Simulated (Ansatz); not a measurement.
CH₆AlNOSSi (`NC1[O][Al]([SH])[SiH2]1`), relaxed with RKS PBE-D4/def2-SVP in Ansatz from a rough embedded geometry. The force threshold is 0.03 eV/Å; the program also tests the step.

Charge 0, multiplicity 1.

Start:

```xyz
12

N     0.191    0.555   -1.980
C     0.831   -0.013   -0.829
O     0.263   -1.276   -0.485
Al   -0.458   -0.863    1.234
S    -2.504   -1.328    2.153
Si    0.545    1.096    0.636
H    -0.842    0.466   -1.863
H     0.421   -0.154   -2.782
H     1.968   -0.113   -1.024
H    -1.845   -1.987    3.202
H     1.775    1.386    1.389
H    -0.345    2.230    0.350
```

| step | energy (eV) | largest force (eV/Å) | largest move (Å) |
| --- | --- | --- | --- |
| 1 | -29953.2568 | 1.922 | 0.000 |
| 2 | -29953.8937 | 1.242 | 0.194 |
| 3 | -29954.1386 | 0.796 | 0.195 |
| 4 | -29954.2181 | 0.250 | 0.200 |
| 5 | -29954.2586 | 0.993 | 0.194 |
| 6 | -29954.3184 | 0.330 | 0.200 |
| 7 | -29954.3601 | 0.160 | 0.200 |
| 8 | -29954.3720 | 0.179 | 0.200 |
| 9 | -29954.3748 | 0.097 | 0.038 |
| 10 | -29954.3761 | 0.037 | 0.024 |
| 11 | -29954.3765 | 0.032 | 0.033 |
| 12 | -29954.3768 | 0.015 | 0.012 |

End:

```xyz
12

N     0.350    0.538   -2.076
C     0.725   -0.070   -0.839
O    -0.073   -1.253   -0.481
Al   -0.717   -0.888    1.108
S    -1.933   -2.293    2.281
Si    0.525    1.137    0.710
H    -0.609    0.908   -2.035
H     0.365   -0.158   -2.835
H     1.783   -0.409   -0.921
H    -2.067   -1.394    3.298
H     1.815    1.449    1.423
H    -0.165    2.434    0.367
```

Hardware: 2 threads of an AMD EPYC 7R13 on a shared host. Wall time 37 s, peak host memory 0.26 GiB.
